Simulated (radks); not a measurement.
Values are calculated unless marked as measured or tabulated.
Question: Radial electron density D(r) = 4 pi r^2 rho(r) of an atom or ion with 46 electrons. Code: a radial shooting solver on a logarithmic mesh with Libxc functionals. Model: scalar-relativistic Kohn-Sham, r2SCAN, spin-polarised, spherical densities, finite nucleus; meta-GGA in the generalised Kohn-Sham scheme; Fermi nuclear charge, rms radius of each element as measured or else 0.836 A^(1/3) + 0.57 fm.

```
   r/bohr * D(r) (the largest magnitude, 104, reaches the edge; | marks zero)
 0.003154 |         *
 0.003613 |           *
  0.00414 |              *
 0.004705 |                *
  0.00539 |                   *
 0.006176 |                       *
 0.007019 |                          *
 0.008042 |                             *
  0.00914 |                                 *
  0.01047 |                                    *
    0.012 |                                      *
  0.01363 |                                        *
  0.01562 |                                         *
   0.0179 |                                         *
  0.02034 |                                        *
   0.0233 |                                      *
   0.0267 |                                     *
  0.03035 |                                    *
  0.03477 |                                    *
  0.03951 |                                      *
  0.04527 |                                          *
  0.05186 |                                              *
  0.05895 |                                                   *
  0.06753 |                                                      *
  0.07737 |                                                      *
  0.08794 |                                                   *
   0.1007 |                                               *
   0.1145 |                                          *
   0.1312 |                                        *
   0.1503 |                                         *
   0.1708 |                                            *
   0.1957 |                                               *
   0.2242 |                                              *
   0.2548 |                                        *
    0.292 |                               *
   0.3345 |                      *
   0.3802 |                 *
   0.4356 |                *
    0.495 |                  *
   0.5672 |                   *
   0.6498 |                  *
   0.7385 |              *
   0.8461 |        *
   0.9694 |    *
    1.102 | *
    1.262 |*
    1.446 *
    1.644 *
    1.883 *
     2.14 *
    2.452 *
```

What is the nuclear charge?

Answer: Z = 60. The innermost maximum, from 1s, lies near gamma/Z bohr with gamma = sqrt(1 - (Z/c)^2) = 0.899, here 0.015 bohr (found: 0.0164), and its height grows with Z. The density is that of the neodymium ion Nd14+ in [Kr] 4d10; the configuration itself is not fixed sharply by these data, and Z only to a few units. D(r) has 4 maxima, at r = 0.0164, 0.0732, 0.204, 0.567 bohr, and minima at 0.0316, 0.135, 0.415 bohr, inside which lie 1.95, 11.23, 29.01 electrons.
